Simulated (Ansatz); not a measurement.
Geometry optimisation, UKS PBE0-D4/def2-SVP in Ansatz 0.2.0.

The input (input.yaml):

```yaml
crystal:
  periodic: [false, false, false]
  atoms:
    - { symbol: Zn, position_ang: [-0.068638, 0.247227, -0.345823] }
    - { symbol: Cl, position_ang: [-0.015467, 0.055711, 3.087651] }
    - { symbol: O, position_ang: [0.029822, -0.107414, -2.127376] }
    - { symbol: H, position_ang: [0.28422, -1.023728, -2.291907] }
    - { symbol: H, position_ang: [0.024764, -0.089196, 4.410355] }
magnetization:
  spin_polarized: true
  initial_magnetization: 1
basis:
  gaussian: { orbitals: def2-SVP }
hamiltonian:
  xc: pbe0
  dispersion: d4
relax:
  f_tol: 0.03
  max_steps: 50
output:
  orbitals: {}
```

Run as:

```bash
$ ansatz run input.yaml --threads 2 --pin off --max-ram 3072MiB --backend cpu --events-out ev --progress --plain --runs-dir out
```

Question: Where does it end, and by what steps?

Answer: The run converged. The force dipped under the threshold on the way, but the program's further checks kept it going. After 47 steps the energy has fallen by 1.835 eV; H5 moved furthest, 3.68 Å. Parted: Cl2–H5 (1.33 → 2.32 Å). Joined: Zn1–Cl2 (3.44 → 2.24 Å), O3–H5 (6.54 → 0.98 Å).

| step | energy less start (eV) | largest force component (eV/Å) | accepted |
| --- | --- | --- | --- |
| 0 | 0.0000 | 1.147 | yes |
| 2 | -0.0229 | 0.157 | yes |
| 4 | -0.0252 | 0.015 | yes |
| 6 | -0.0259 | 0.091 | yes |
| 8 | -0.0028 | 1.010 | no |
| 10 | -0.0269 | 0.274 | yes |
| 12 | -0.0313 | 0.303 | yes |
| 14 | -0.0382 | 0.309 | yes |
| 16 | -0.0494 | 0.288 | yes |
| 18 | -0.0651 | 0.394 | yes |
| 20 | -0.0855 | 0.328 | yes |
| 22 | -0.1045 | 0.348 | yes |
| 24 | -0.1096 | 0.145 | yes |
| 26 | -0.1103 | 0.039 | yes |
| 28 | -0.1111 | 0.458 | yes |
| 30 | -0.1221 | 0.299 | yes |
| 32 | -0.1479 | 1.535 | yes |
| 34 | -0.3916 | 0.649 | yes |
| 36 | -0.6612 | 0.930 | yes |
| 38 | -0.9464 | 0.908 | yes |
| 40 | -1.6510 | 2.402 | yes |
| 42 | -1.6439 | 2.856 | no |
| 44 | -1.8268 | 0.327 | yes |
| 46 | -1.8343 | 0.051 | yes |
| 47 | -1.8346 | 0.019 | yes |

```xyz
5
Properties=species:S:1:pos:R:3
Zn -0.346 1.307 0.199
Cl -0.299 0.720 2.358
O 0.490 -0.700 -0.132
H -0.053 -1.394 -0.527
H 0.463 -0.851 0.834
```

Run time: 110 s on 2 threads of Arm Neoverse V2 (shared host), peak memory 0.2 GiB.
